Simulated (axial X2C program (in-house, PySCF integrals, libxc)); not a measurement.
**Nuclear properties of KF**

Calculated with an axial X2C code built on PySCF integrals: two-component X2C with atomic mean-field Coulomb and Gaunt terms, Gaussian nuclei, basis K dyall-cv3z, F dyall-av3z with contracted cores.

R = 2.166 Å (near the PBE0 minimum at charge 0 of the determinant lowest at the starting distance; the state shown can have its own minimum elsewhere).

Determinant lowest in the PBE0 search, Ω = 0 (closed shell), highest spinor 96% F p, 3% K d:

| level | qzz K (a.u.) | qzz F (a.u.) | μ (D) |
| --- | --- | --- | --- |
| PBE0 | -0.56 | -0.15 | -8.36 |
| HF | -0.64 | -0.23 | -8.77 |
| BP86 | -0.53 | -0.13 | -8.12 |
| BHandHLYP | -0.60 | -0.20 | -8.55 |
| TPSSh | -0.53 | -0.13 | -8.26 |

qzz is the electric field gradient, eQq0 = 234.96 MHz × Q/barn × qzz; μ is positive if the F end (last atom) is positive. The operators were transformed with the bare-nucleus X2C matrices; with these basis sets, hyperfine constants and field gradients can be off by tens of per cent, and where levels differ in sign neither size nor sign is settled.

Task: With Q(39K) = 0.0603 barn (Q from Pyykkö, Mol. Phys. 2018), turn the PBE0 values of the first state into constants in MHz.

Result: eQq0(39K) = 234.96 × (0.0603) × (-0.56) = -7.93 MHz.

Each state is one determinant with collinear spin. The search compared states at one distance, so a state with another bond length can lie lower.
